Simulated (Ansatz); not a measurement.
Ideal-gas functions of BH₃SZn (`B[S][ZnH]`) at 400 K and 1 bar, from an Ansatz frequency run at PBE0-D4/def2-TZVP.

Molar mass 111.29 g/mol, point group Cs (symmetry number 1), electronic degeneracy 1, moments of inertia 31.261, 142.761, 174.021 u Å². Harmonic wavenumbers (cm⁻¹, unscaled): 92, 329, 391, 438, 441, 816, 838, 944, 1225, 1946, 2526, 2652.

Use S(trans) = R[1.5 ln M + 2.5 ln T − 1.1517]; rotational temperatures θ = 24.2544 K / I; S(rot) = R[ln(√π/σ · √(T³/θAθBθC)) + 1.5]; for each mode x = 1.438777 ν̃/T, S = R[x/(eˣ − 1) − ln(1 − e⁻ˣ)] and H = RT x/(eˣ − 1); 1 cm⁻¹ = 0.0119627 kJ/mol; R = 8.31446 J/(mol·K).

Question: By hand: the entropy, in J/(mol·K).

Answer: Translation 173.7. Rotation: θ = 0.7759, 0.1699, 0.1394 K, giving 108.6. Vibration, mode by mode: 17.55, 7.38, 6.13, 5.34, 5.30, 1.82, 1.71, 1.26, 0.55, 0.06, 0.01, 0.01, in all 47.1. Electronic 0.0. Sum 329.4 J/(mol·K).

Question: By hand: H − E and G − E in kJ/mol, counted from the electronic energy.

Answer: Zero-point energy ½ × 12638 × 0.0119627 = 75.6; thermal vibration 10.5; translation, rotation and pV give 4 RT = 13.3. H − E = 99.4 kJ/mol, and G − E = 99.4 − 400 × 329.4/1000 = -32.4 kJ/mol.

Vibration gives 14 % of the entropy, 17.5 J/(mol·K) of it from the mode under 150 cm⁻¹: soft modes count most, and the harmonic formula is weakest for them.
